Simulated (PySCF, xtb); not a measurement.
In(OH)2(OSiH3) (H5InO3Si), SMILES [OH][In]([OH])[O][SiH3]. One conformer was computed; it need not be the lowest.

Harmonic wavenumbers (cm⁻¹) from GFN2-xTB (xtb) at its own minimum, in rising order: 33, 64, 81, 100, 129, 139, 154, 191, 343, 426, 449, 585, 594, 680, 729, 746, 779, 810, 868, 2151, 2184, 2209, 3612, 3634.

Task: What does PBE0-D3(BJ)/def2-SVP run with PySCF 2.14.0 give at its own minimum? (The exact figures need the calculation; the answer reports its results.)

Result: 31, 50, 61, 119, 144, 149, 165, 259, 459, 600, 631, 726, 731, 796, 840, 947, 952, 994, 1003, 2204, 2209, 2235, 3893, 3895. Paired by order, the mean absolute difference is 103 cm⁻¹ and the zero-point energies are 31.0 and 34.4 kcal/mol.
